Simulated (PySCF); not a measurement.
PySCF input file for 1-chloro-1-fluoroethene (C2H2ClF), SMILES C=C(F)Cl, HF/pcSseg-2. Geometry optimised at TPSSh-D3(BJ)/def2-SVP.

```python
import numpy as np
from pyscf import gto, scf, dft
from pyscf.prop.nmr import rhf as nmr

mol = gto.M(
    atom='''
    C     1.06624799   -1.27260682    0.00000000
    C     0.01431915   -0.45648179    0.00000000
    F    -1.24143523   -0.89042569    0.00000000
    Cl    0.10041697    1.27123770    0.00000000
    H     2.07767313   -0.87161577    0.00000000
    H     0.90475262   -2.35106225    0.00000000
    ''',
    basis='pcSseg-2',
    charge=0,
    spin=0,
    max_memory=1600,
    verbose=3,
)
mf = scf.RHF(mol).density_fit(auxbasis='def2-universal-jkfit')
mf.conv_tol = 1e-10
mf.max_cycle = 100
mf.kernel()
n = nmr.NMR(mf)
n.verbose = 2
n.max_cycle_cphf = 60
sigma = n.kernel()
print('atom   isotropic/ppm   span/ppm')
for i, s in enumerate(sigma):
    w = np.linalg.eigvalsh((s + s.T) / 2)
    print(f'{mol.atom_symbol(i):2s}{i + 1:3d} {w.mean():14.3f} {w[2] - w[0]:11.3f}')
```

Log of the run:

```
converged SCF energy = -635.884343667874
atom   isotropic/ppm   span/ppm
C   1         90.993     176.158
C   2         24.028     191.905
F   3        294.186      92.169
Cl  4        729.057     531.541
H   5         26.738       6.712
H   6         26.548       7.517
```

Self-consistency was reached.

Cost: roughly 40 core-seconds.
